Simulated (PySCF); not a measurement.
**Fractional electron number in Ge+ (germanium, charge +1)**

The 4p alpha orbital of [Ar] 3d10 4s2 4p1 is emptied in steps (occupation f), with all orbitals relaxed, ending at [Ar] 3d10 4s2. Calculation: PySCF 2.14, in def2-TZVP (6s5p4d1f, 48 functions); the non-relativistic Hamiltonian (point nucleus). The exact energy is a straight line in f; departures are measured from the line between the end points of the same method.

| f | UHF (eV) | LDA (eV) | PBE (eV) | PBE0 (eV) | r2SCAN (eV) | LC-wPBE (eV) | BHandHLYP (eV) | wB97X (eV) | M06-2X (eV) | TPSS (eV) |
| --- | --- | --- | --- | --- | --- | --- | --- | --- | --- | --- |
| 1 | 0.000 | 0.000 | 0.000 | 0.000 | 0.000 | 0.000 | 0.000 | 0.000 | 0.000 | 0.000 |
| 0.75 | 0.060 | -0.782 | -0.759 | -0.553 | -0.717 | -0.069 | -0.372 | -0.131 | -0.357 | -0.738 |
| 0.5 | 0.079 | -1.046 | -1.011 | -0.733 | -0.945 | -0.086 | -0.495 | -0.179 | -0.462 | -0.980 |
| 0.25 | 0.058 | -0.785 | -0.755 | -0.545 | -0.692 | -0.058 | -0.370 | -0.139 | -0.321 | -0.728 |
| 0 | 0.000 | 0.000 | 0.000 | 0.000 | 0.000 | 0.000 | 0.000 | 0.000 | 0.000 | 0.000 |

```tsv
method	E(f=0) − E(f=1) (eV)	−ε at f=1 (eV)	−ε at f=0.5 (eV)
UHF	15.224	15.549	15.219
LDA	15.876	11.730	15.865
PBE	15.764	11.722	15.774
PBE0	15.787	12.830	15.808
r2SCAN	15.943	12.096	16.006
LC-wPBE	15.936	15.553	15.963
BHandHLYP	15.709	13.725	15.713
wB97X	15.651	14.961	15.630
M06-2X	15.626	13.698	15.713
TPSS	15.790	11.855	15.814
```

Orbital energy along the path (eV):

```
   f      UHF      LDA      PBE     PBE0   r2SCAN  LC-wPBE  BHandHLYP    wB97X   M06-2X     TPSS
   1  -15.549  -11.730  -11.722  -12.830  -12.096  -15.553    -13.725  -14.961  -13.698  -11.855
0.75  -15.381  -13.778  -13.739  -14.321  -14.055  -15.768    -14.719  -15.292  -14.699  -13.828
 0.5  -15.219  -15.865  -15.774  -15.808  -16.006  -15.963    -15.713  -15.630  -15.713  -15.814
0.25  -15.064  -17.972  -17.796  -17.265  -17.880  -16.119    -16.700  -15.998  -16.612  -17.770
   0  -14.916  -20.053  -19.753  -18.649  -19.449  -16.199    -17.675  -16.422  -17.311  -19.602
```

Reference removal energy between the ground levels: 15.935 eV (measured; NIST Atomic Spectra Database, ionization energies). The calculation has no spin-orbit coupling. UHF lacks correlation.
